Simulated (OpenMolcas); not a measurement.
Ru3+.

| Quantity | Value |
| --- | --- |
| Program | OpenMolcas 26.06 |
| Method | CASSCF |
| Basis | ANO-RCC-VTZP [7s6p4d2f1g] |
| Scalar Hamiltonian | DKH2, point nucleus |
| Active space | 5 electrons in 5 orbitals (4d) |
| State averaging | 2S+1 = 6 even, 1 root; 2S+1 = 4 even, 24 roots; 2S+1 = 2 even, 75 roots |
| Spin-orbit coupling | RASSI with atomic mean-field integrals over the reference wave functions, term energies averaged over their components |

Levels without dynamic correlation, in cm-1 above 4d5 6S 5/2:

| Level | E |
| --- | --- |
| 4d5 4D 7/2 | 34016 |
| 4d5 4G 5/2 | 27480 |
| 4d5 2I 11/2 | 39475 |

On this reference, MS-CASPT2, IPEA 0.25 Eh, imaginary shift 0.1 Eh (closed shells correlated: 4s 4p) puts 4d5 4D 7/2 at 28480 cm-1.

Q: Estimate the other levels at that method by one scale factor, and say how well it serves.

A: The factor is 28480 / 34016 = 0.837. Scaled values beside those that MS-CASPT2 gives:
```tsv
Level	Scaled	MS-CASPT2	Miss (%)
4d5 4G 5/2	23001	23850	-3.6
4d5 2I 11/2	33041	35410	-6.7
```
For these levels the scaled values miss MS-CASPT2 by up to 6.7 %, as correlation changes each term by its own factor, spin-orbit parts do not scale and CASPT2 has its own spread within terms. This holds within one configuration; levels of others move differently, and the target method has errors of its own against measurement.

CASPT2 breaks the degeneracy within a term, and the mean is taken; among the terms shown or strongly mixed into the levels shown the widest spread is 310 cm-1 (4d5 4G, MS-CASPT2). Without dynamic correlation excited terms often stand tens of per cent too high (terms of higher spin than the ground term too low), and those without a measured partner can miss by more than the paired ones (holds for CASSCF). Blocks of more than 70 roots (2S+1 = 2 even) ran without multistate coupling (holds for MS-CASPT2). Levels of configurations outside the active space are missing.
